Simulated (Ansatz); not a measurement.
# Energy profile

The step: GeH₃SBr ([SH][GeH2][Br]) → GeH₂S ([S][GeH2]) + HBr; bonds formed: Br2–H4; bonds broken: Ge1–Br2, S3–H4 (atoms numbered as in the saddle structure below).

Ge1  (-0.128, 0.558, 0.581)
Br2  (-0.632, -1.391, -1.436)
S3  (1.894, 0.285, 0.270)
H4  (0.751, -0.974, -1.022)
H5  (-0.954, 1.676, -0.078)
H6  (-0.931, -0.153, 1.685)
(Å)

Electronic energies by CCSD(T) at an estimated basis limit (MP2 extrapolated from triple and quadruple zeta, plus CCSD(T) − MP2 in triple zeta), on PBE0-D4/def2-TZVP structures; GeH₃SBr, closed shell; no counterpoise correction. Ansatz 0.2.0; basis: def2-TZVPP and def2-QZVPP; cores frozen in the correlated methods. Filled d shells of the heavier atoms are correlated. The def2 sets are not built for correlating such inner shells, so the correlated values are less sure here. Extrapolation: Hartree–Fock as exp(−7.88 √X), correlation as X^−2.97.

Problem. Give the profile in kcal/mol, counted from the start structure. (To be estimated.)

Solution. By the calculation:
```json
{"point": "start structure", "kcal/mol": "0.00"}
{"point": "saddle", "kcal/mol": "46.35"}
{"point": "end structure", "kcal/mol": "42.93"}
{"point": "separated: GeH₂S (linked as [S][GeH2]; Ge1, S3, H5, H6; singlet) + HBr (Br2, H4; singlet)", "kcal/mol": "46.95"}
```

The T1 diagnostic stays at or below 0.018.

For scale, one of the runs: CCSD(T)/def2-TZVPP, 180 basis functions, launched by `ansatz run in.yaml --threads 4 --pin off --events-out ev --progress --plain --max-ram 9574MiB`. Time: 65 s of wall clock on 4 CPU threads of an Arm Neoverse V1; the host was shared. Peak host memory: 1.7 GiB.
